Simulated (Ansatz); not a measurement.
`[BH2][Al]([CH3])[NH2]` + HBr → `[CH3][Al]([NH2])[Br]` + BH₃  (cleavage of the Al–B bond)

Program: Ansatz. Geometries: PBE0-D4/def2-TZVP. ΔE: electronic, gas phase. CBS: MP2 limit from def2 TZ/QZ plus the TZ coupled-cluster correction, frozen cores. This one scheme is used for every species. DFT in def2-TZVPP. For Br outer-core shells are correlated without core-valence functions, which leaves a few kJ/mol of doubt a bond. Scalar relativity is left out up to krypton. Each species was taken in one conformer, which may not be the lowest.

```json
{"level": "PBE-D4", "ΔE (kJ/mol)": "-187.6"}
{"level": "RPA@PBE/def2-TZVPP", "ΔE (kJ/mol)": "-192.9"}
```

Task: What does CCSD(T)/CBS give? (Estimate.)

Result: The calculation gave: -203.9 kJ/mol. The listed levels differ from it by 16.3, 11.0 kJ/mol.

Largest T1 diagnostic among the species: 0.010.

From BLYP to BHLYP (50 % exact exchange), in def2-TZVPP and without D4, ΔE moves by −18.1 kJ/mol. Leaving LDA and LC-ωPBE aside and taking each functional with its dispersion term where it has one, the values, not all of them listed here, spread over 25.5 kJ/mol, from BHLYP-D4 to PBE-D4. At CCSD(T), def2-SVP lies +8.4 kJ/mol from the extrapolated value and def2-TZVPP +3.2 kJ/mol.
